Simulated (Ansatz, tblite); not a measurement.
Forces on dimethylphenylsulfonium chloride, `C[S+](C)c1ccccc1.[Cl-]` at its r2SCAN-D4/def2-SVP geometry. Total charge 0; singlet.

The xTB rows come from tblite.

GFN2-xTB (tblite), largest force 0.63 eV/Å:

```xyz
21
positions Å, forces eV/Å
C    -0.639   -1.990   -1.216   -0.060    0.012    0.110
S     0.494   -0.594   -1.448    0.057   -0.095   -0.193
C     2.028   -1.155   -0.660   -0.006    0.013    0.140
C    -0.130    0.445   -0.026   -0.109    0.203    0.181
C    -0.486    1.748   -0.387   -0.055   -0.011    0.296
C    -0.973    2.633    0.582    0.066   -0.209    0.019
C    -1.102    2.213    1.908    0.094   -0.201   -0.141
C    -0.743    0.908    2.267    0.009    0.121   -0.246
C    -0.257    0.021    1.303   -0.049    0.255   -0.181
H    -1.618   -1.648   -1.580    0.352   -0.228    0.141
H    -0.238   -2.780   -1.866   -0.220    0.236    0.293
H    -0.696   -2.265   -0.154    0.026    0.006   -0.492
H     2.431   -1.905   -1.355   -0.077    0.267    0.336
H     2.681   -0.273   -0.604   -0.173   -0.412   -0.013
H     1.821   -1.546    0.345    0.160    0.086   -0.457
H    -0.381    2.068   -1.429   -0.042   -0.190    0.512
H    -1.251    3.651    0.296    0.122   -0.454    0.137
H    -1.483    2.902    2.666    0.172   -0.314   -0.333
H    -0.843    0.578    3.305    0.046    0.145   -0.466
H     0.018   -0.995    1.605   -0.119    0.451   -0.148
Cl    1.366   -2.019   -3.551   -0.194    0.317    0.505
```

PBE-D4/def2-TZVP (Ansatz), largest force 0.14 eV/Å:

```
C 0.027 0.006 0.033
S -0.039 0.024 0.128
C -0.033 -0.019 0.019
C 0.025 -0.036 -0.079
C 0.010 -0.024 0.000
C -0.005 0.006 0.014
C 0.001 0.006 -0.015
C 0.011 -0.022 -0.020
C -0.010 0.031 -0.002
H 0.052 -0.027 0.021
H -0.063 0.032 0.073
H 0.000 0.005 -0.080
H 0.002 0.050 0.088
H -0.031 -0.055 -0.002
H 0.028 0.023 -0.071
H -0.010 -0.028 0.090
H 0.023 -0.084 0.024
H 0.033 -0.059 -0.062
H 0.009 0.026 -0.086
H -0.020 0.088 -0.049
Cl -0.010 0.058 -0.024
```

r2SCAN-D4/def2-TZVP (Ansatz), largest force 0.48 eV/Å:

```
C -0.006 -0.080 -0.014
S -0.107 0.019 0.469
C 0.054 -0.067 -0.003
C -0.016 0.071 -0.054
C 0.001 -0.020 0.039
C 0.005 -0.042 0.041
C 0.019 -0.024 -0.057
C 0.014 0.001 -0.071
C -0.015 0.045 0.005
H 0.263 -0.095 0.099
H -0.170 0.206 0.242
H 0.028 0.078 -0.311
H -0.081 0.223 0.273
H -0.176 -0.240 -0.015
H 0.053 0.109 -0.296
H -0.034 -0.097 0.322
H 0.085 -0.310 0.087
H 0.118 -0.212 -0.230
H 0.032 0.097 -0.317
H -0.082 0.313 -0.114
Cl 0.014 0.024 -0.097
```
